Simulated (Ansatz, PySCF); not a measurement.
The pair A = C2H6 (SMILES CC) (first 8 atoms), B = C3H6 (SMILES C=CC); geometry from B3LYP-D3(BJ)/def2-TZVP.
(charge 0, multiplicity 1):
```xyz
17

C      0.4768    -0.5425     0.4855
C     -0.5338     0.5985     0.5413
H      0.2421    -1.2415    -0.3199
H      0.4822    -1.1043     1.4206
H      1.4886    -0.1697     0.3124
H     -0.5574     1.1564    -0.3971
H     -0.2915     1.3023     1.3393
H     -1.5411     0.2241     0.7320
C     -1.2721    -0.3660     4.1366
C      0.0473    -0.4623     4.2356
C      1.0081     0.6721     4.0771
H     -1.7566     0.5810     3.9267
H     -1.9153    -1.2279     4.2585
H      0.4874    -1.4343     4.4437
H      1.6956     0.4884     3.2463
H      0.4881     1.6122     3.8889
H      1.6232     0.7936     4.9732
```

The values were computed with Ansatz (a quantum-chemistry and plane-wave program); PySCF for the dispersion terms. Each number belongs to the level named beside it.

The monomers are drawn apart, rigid, along the line of their centres of mass. Counterpoise-corrected interaction energies (kcal/mol):

```
level                   R = 4.801 Å  R = 5.969 Å
----------------------  -----------  -----------
PBE/def2-TZVPPD             -0.2337      -0.0411
PBE-D3(BJ)/def2-TZVPPD      -0.7512      -0.1920
wB97M-V/def2-TZVPPD         -0.5815      -0.1724
```

R is the distance of the centres of mass. Find the local exponent m of E ∝ R⁻ᵐ between the two points.


m = ln(E₁/E₂)/ln(R₂/R₁): PBE/def2-TZVPPD 8.0; PBE-D3(BJ)/def2-TZVPPD 6.3; wB97M-V/def2-TZVPPD 5.6. For scale, two fixed dipoles give m = 3, dipole and quadrupole 4, quadrupoles 5, and dispersion or dipole-induced dipole 6 at long range; at these distances several terms mix, and what is left of overlap and damping shifts m, so it need not match one of them.
